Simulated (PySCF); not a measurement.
CsI, SMILES [I][Cs].

The structure is a stationary point at PBE-D3(BJ)/def2-TZVPD. The def2 effective core potentials stand for the cores of Cs, I; spin–orbit coupling is left out.

Two levels are set side by side: TDA-PBE/def2-TZVPD (PySCF) and TDA-CAM-B3LYP/def2-TZVPD (PySCF). Vertical, same geometry. The lowest singlet is HOMO−1→LUMO 100 % with PBE and HOMO→LUMO 89 % with the other functional; states are paired by order. Differences are taken from unrounded values.

```json
[
 {"quantity": "lowest singlet excitation (eV)", "TDA-CAM-B3LYP": "3.65", "TDA-PBE": "2.62", "TDA-PBE minus TDA-CAM-B3LYP": "-1.04"},
 {"quantity": "lowest triplet excitation (TDA) (eV)", "TDA-CAM-B3LYP": "3.62", "TDA-PBE": "2.58", "TDA-PBE minus TDA-CAM-B3LYP": "-1.03"},
 {"quantity": "first bright state (f over 0.05) (eV)", "TDA-CAM-B3LYP": "3.85", "TDA-PBE": "2.95", "TDA-PBE minus TDA-CAM-B3LYP": "-0.90"},
 {"quantity": "its oscillator strength", "TDA-CAM-B3LYP": "0.08", "TDA-PBE": "0.10", "TDA-PBE minus TDA-CAM-B3LYP": "0.02"}
]
```

A lower first singlet is the usual sign of a functional without exact exchange. Differences between two approximate levels are no errors against the true value.

Rough cost on one machine, each run with all the roots and properties that it gave: TDA-CAM-B3LYP against TDA-PBE about 3 times.
